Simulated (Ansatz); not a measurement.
Job for Ansatz (a first-principles code): R-PBE/def2-TZVPP on CH4SSn (SMILES [CH3][Sn][SH]), a point of a torsion scan. Elements past Kr take the def2 small-core potentials; no spin–orbit coupling.

Ansatz 0.2 input:
```yaml
crystal:
  periodic: [false, false, false]
  atoms:
    - {symbol: C, position_ang: [-1.00455996, -0.15602552, 0.00840775]}
    - {symbol: Sn, position_ang: [0.29523934, 1.69545560, -0.17242403]}
    - {symbol: S, position_ang: [2.41469923, 0.50095769, 0.14257767]}
    - {symbol: H, position_ang: [-0.85026011, -0.84471816, -0.82609155]}
    - {symbol: H, position_ang: [-2.06844581, 0.08273643, 0.03545824]}
    - {symbol: H, position_ang: [-0.76709494, -0.70246588, 0.92347731]}
    - {symbol: H, position_ang: [2.04603248, -0.66006370, -0.36946578]}
basis:
  gaussian:
    orbitals: def2-TZVPP
hamiltonian:
  xc: {name: PBE}
scf: {lower_state_search: off}
```

Problem. Give the final energy of this run.

Solution. -652.8294 hartree.
